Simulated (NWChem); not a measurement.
System: Si$_{2}$H$_{3}$Cl, singlet; SMILES [Si]([SiH3])Cl

Output (shortened):

```
             Northwest Computational Chemistry Package (NWChem) 7.3.0
             --------------------------------------------------------

                             Geometry "geometry" -> ""
                             -------------------------

 Output coordinates in angstroms (scale by  1.889725989 to convert to a.u.)

  No.       Tag          Charge          X              Y              Z
 ---- ---------------- ---------- -------------- -------------- --------------
    1 Si                  14.0000     0.82154800     0.29176000    -0.61313300
    2 Cl                  17.0000    -0.34611400     1.37063300     0.76797300
    3 Si                  14.0000    -0.28208500    -1.81049400    -0.12807200
    4 H                    1.0000    -0.10655300    -2.12920000     1.32626900
    5 H                    1.0000     0.25167300    -2.95494800    -0.93411000
    6 H                    1.0000    -1.74756400    -1.67048000    -0.41103000

 Effective nuclear repulsion energy (a.u.)     169.9850017056

                              NWChem Property Module
                              ----------------------

                                 NWChem DFT Module
                                 -----------------

 Summary of "ao basis" -> "ao basis" (spherical)
 ------------------------------------------------------------------------------
       Tag                 Description            Shells   Functions and Types
 ---------------- ------------------------------  ------  ---------------------
 Si                        def2-svpd                10       24   5s3p2d
 Cl                        def2-svpd                11       27   5s4p2d
 H                         def2-svpd                 4        8   2s2p

            General Information
            -------------------
          SCF calculation type: DFT
          Wavefunction type:  closed shell.
          No. of atoms     :     6
          No. of electrons :    48
           Alpha electrons :    24
            Beta electrons :    24
          Charge           :     0
          Spin multiplicity:     1
          Use of symmetry is: off; symmetry adaption is: off
          Maximum number of iterations: 150
          AO basis - number of functions:    99
                     number of shells:    43
          Convergence on energy requested:  1.00D-06
          Convergence on density requested:  1.00D-05
          Convergence on gradient requested:  5.00D-04

              XC Information
              --------------
                         B3LYP Method XC Potential
                     Hartree-Fock (Exact) Exchange  0.200
                        Slater Exchange Functional  0.800 local
                    Becke 1988 Exchange Functional  0.720 non-local
              Lee-Yang-Parr Correlation Functional  0.810
                  VWN I RPA Correlation Functional  0.190 local

             Grid Information
             ----------------
          Grid used for XC integration:  medium
          Radial quadrature: Mura-Knowles
          Angular quadrature: Lebedev.
          Tag              B.-S. Rad. Rad. Pts. Rad. Cut. Ang. Pts.
          ---              ---------- --------- --------- ---------
          Si                  1.10       88          12.0       590
          Cl                  1.00       88          13.0       590
          H                   0.35       45          14.0       434
          Grid pruning is: on
          Number of quadrature shells:   399
          Spatial weights used:  Erf1

      Superposition of Atomic Density Guess
      -------------------------------------

 Sum of atomic energies:       -1038.30517739

      Non-variational initial energy
      ------------------------------

 Total energy =   -1038.796279
 1-e energy   =   -1776.080981
 2-e energy   =     567.299700
 HOMO         =      -0.195231
 LUMO         =      -0.074661

   convergence    iter        energy       DeltaE   RMS-Dens  Diis-err
 ---------------- ----- ----------------- --------- --------- ---------
 d= 0,ls=0.0,diis     1  -1040.6682819664 -1.21D+03  1.40D-02  3.24D-01
 d= 0,ls=0.0,diis     2  -1040.6525625259  1.57D-02  7.35D-03  3.31D-01
 d= 0,ls=0.0,diis     3  -1040.7073726391 -5.48D-02  1.87D-03  3.60D-02
 d= 0,ls=0.0,diis     4  -1040.7130791679 -5.71D-03  5.51D-04  1.35D-03
 d= 0,ls=0.0,diis     5  -1040.7132920597 -2.13D-04  9.95D-05  4.56D-05
  Resetting Diis
 d= 0,ls=0.0,diis     6  -1040.7133003926 -8.33D-06  2.90D-05  2.48D-06
 d= 0,ls=0.0,diis     7  -1040.7133009125 -5.20D-07  1.19D-05  1.96D-07
 d= 0,ls=0.0,diis     8  -1040.7133009158 -3.34D-09  6.66D-06  1.82D-07

         Total DFT energy =    -1040.713300915844
      One electron energy =    -1777.549180819741
           Coulomb energy =      638.005661045240
    Exchange-Corr. energy =      -71.154782846969
 Nuclear repulsion energy =      169.985001705626

 Numeric. integr. density =       47.999987401839

                       DFT Final Molecular Orbital Analysis
                       ------------------------------------

 Vector   22  Occ=2.000000D+00  E=-3.476306D-01
              MO Center= -5.0D-01, -2.9D-01,  4.8D-01, r^2= 4.4D+00
   Bfn.  Coefficient  Atom+Function         Bfn.  Coefficient  Atom+Function
  ----- ------------  ---------------      ----- ------------  ---------------
    38      0.303902  2 Cl pz                36      0.285148  2 Cl px
    76     -0.241259  4 H  s                 35      0.239845  2 Cl pz
    92      0.240001  6 H  s                 33      0.225021  2 Cl px
    65     -0.182956  3 Si pz                63     -0.171561  3 Si px
    62     -0.149217  3 Si pz                60     -0.139889  3 Si px

 Vector   23  Occ=2.000000D+00  E=-3.364937D-01
              MO Center=  9.6D-03, -3.6D-01, -2.3D-02, r^2= 5.5D+00
   Bfn.  Coefficient  Atom+Function         Bfn.  Coefficient  Atom+Function
  ----- ------------  ---------------      ----- ------------  ---------------
    37      0.415696  2 Cl py                34      0.323472  2 Cl py
    84     -0.270982  5 H  s                  3      0.250262  1 Si s
    31      0.185913  2 Cl py                 4      0.170380  1 Si s
     2      0.144679  1 Si s                 64      0.142851  3 Si py
    65      0.131363  3 Si pz                61      0.127491  3 Si py

 Vector   24  Occ=2.000000D+00  E=-2.349279D-01
              MO Center=  5.4D-01, -2.2D-02, -4.3D-01, r^2= 4.0D+00
   Bfn.  Coefficient  Atom+Function         Bfn.  Coefficient  Atom+Function
  ----- ------------  ---------------      ----- ------------  ---------------
     3      0.308333  1 Si s                  4      0.229748  1 Si s
    64     -0.227926  3 Si py                10      0.213096  1 Si py
    12      0.211793  1 Si px                61     -0.208700  3 Si py
     9      0.200944  1 Si px                13      0.198897  1 Si py
    55     -0.195155  3 Si s                 36     -0.175193  2 Cl px

 Vector   25  Occ=0.000000D+00  E=-1.277738D-01
              MO Center=  6.6D-01,  1.5D-01, -5.0D-01, r^2= 3.2D+00
   Bfn.  Coefficient  Atom+Function         Bfn.  Coefficient  Atom+Function
  ----- ------------  ---------------      ----- ------------  ---------------
    14      0.421830  1 Si pz                12      0.396374  1 Si px
    11      0.295077  1 Si pz                 9      0.277282  1 Si px
    38     -0.169456  2 Cl pz                36     -0.159195  2 Cl px
     8     -0.152430  1 Si pz                 6     -0.143241  1 Si px
    35     -0.114599  2 Cl pz                13     -0.111008  1 Si py

 Vector   26  Occ=0.000000D+00  E=-2.888171D-02
              MO Center=  6.2D-01,  5.9D-02, -4.8D-01, r^2= 5.6D+00
   Bfn.  Coefficient  Atom+Function         Bfn.  Coefficient  Atom+Function
  ----- ------------  ---------------      ----- ------------  ---------------
    29      0.557005  2 Cl s                  5     -0.416182  1 Si s
    55      0.416674  3 Si s                 56     -0.409668  3 Si s
    28     -0.345062  2 Cl s                  4      0.320088  1 Si s
    13      0.305962  1 Si py                14      0.258591  1 Si pz
    27     -0.215746  2 Cl s                 10      0.212322  1 Si py

 Vector   27  Occ=0.000000D+00  E= 1.535200D-03
              MO Center=  2.2D-01, -9.3D-01, -3.7D-01, r^2= 9.1D+00
   Bfn.  Coefficient  Atom+Function         Bfn.  Coefficient  Atom+Function
  ----- ------------  ---------------      ----- ------------  ---------------
    55      2.400330  3 Si s                 56     -1.993423  3 Si s
     5      1.863832  1 Si s                  4     -1.197392  1 Si s
    85     -0.358674  5 H  s                 77     -0.333731  4 H  s
    93     -0.333976  6 H  s                  3     -0.295970  1 Si s
    13      0.254513  1 Si py                29     -0.220519  2 Cl s

     Multipole analysis of the density
     ---------------------------------

     L   x y z        total         alpha         beta         nuclear
     -   - - -        -----         -----         ----         -------
     0   0 0 0     -0.000000    -24.000000    -24.000000     48.000000

     1   1 0 0      0.217690      0.046390      0.046390      0.124911
     1   0 1 0     -0.232474      4.339872      4.339872     -8.912218
     1   0 0 1     -0.266381     -2.646337     -2.646337      5.026293

     2   2 0 0    -30.980135    -43.573576    -43.573576     56.167017
     2   1 1 0     -0.864045     -9.080169     -9.080169     17.296292
     2   1 0 1      1.180704     19.736768     19.736768    -38.292831
     2   0 2 0    -33.193442   -186.355619   -186.355619    339.517795
     2   0 1 1     -0.189502    -34.482547    -34.482547     68.775591
     2   0 0 2    -30.718588    -48.069319    -48.069319     65.420051

 *** CALLING NEW AORESP DRIVER FOR CLOSED AND OPEN SHELLS ***
 Entering AOResponse driver routine

--------------------------------------------------------------------------------

          -----------------------------------------------
          Solving response equations for perturbing field
          -----------------------------------------------

 number of frequencies:     1
 frequency in a.u.:  0.0000000E+00
 Perturbing field: electric
 Using El. Dipole Length Gauge

 Setting up CPKS with frequency omega =      0.00000000 a.u.

 STATIC response

                                NWChem CPHF Module
                                ------------------

  scftype          =     RHF
  nclosed          =       24
  nopen            =        0
  variables        =     1800
  # of vectors     =        3
  tolerance        = 0.10D-03
  level shift      = 0.00D+00
  max iterations   =       50
  max subspace     =       30

 SCF residual:    3.9181811240612504E-005

Iterative solution of linear equations
  No. of variables     1800
  No. of equations        3
  Maximum subspace       30
        Iterations       50
       Convergence  1.0D-04

   iter   nsub   residual    time
   ----  ------  --------  ---------
     1      3    3.31D+00      14.0
     2      6    1.02D+00      17.0
     3      9    1.77D-01      20.0
     4     12    2.22D-02      23.1
     5     15    7.87D-03      26.2
     6     18    1.46D-03      29.3
     7     21    1.12D-04      32.4
     8     24    6.87D-05      35.4

 Electric Dipole Response Matrix (nonzero elements):

              1        2        3
    1   72.0863   6.3589  -8.5063
    2    6.3590  96.7514   3.3462
    3   -8.5063   3.3463  70.1357

 ------------------------------------------
 average:        79.65780 + I       0.00000

 DFT Linear Response polarizability / au
 Frequency  =       0.0000000 / au
              X              Y              Z
 -----------------------------------------------
 X      72.0862854      6.3589127     -8.5063239
 Y       6.3589983     96.7513920      3.3462094
 Z      -8.5063021      3.3462898     70.1357290
 -----------------------------------------------
 Eigenvalues =      79.3573598     98.3557189     61.2603277
 Isotropic   =      79.6578021
 Anisotropic =      32.1287120
 -----------------------------------------------

 Magnetic Dipole Response Matrix (nonzero elements):

 Exiting AOResponse driver routine
```

Level: B3LYP/def2-SVPD. Low-valent species are run as closed-shell singlets; no triplet was tried in these runs. Coordinates come from a PBE0/def2-SVP optimisation.

Task: Which NWChem input produces such a log?

Result: Several could match; the one computed here: the input that was run:
```
start job
memory heap 200 mb stack 900 mb global 1100 mb
geometry units angstroms noautosym nocenter noautoz
  Si     0.821548     0.291760    -0.613133
  Cl    -0.346114     1.370633     0.767973
  Si    -0.282085    -1.810494    -0.128072
  H     -0.106553    -2.129200     1.326269
  H      0.251673    -2.954948    -0.934110
  H     -1.747564    -1.670480    -0.411030
end
basis spherical
  * library def2-svpd
end
dft
  xc b3lyp
  iterations 150
end
property
  response 1 0.0
end
task dft property
```
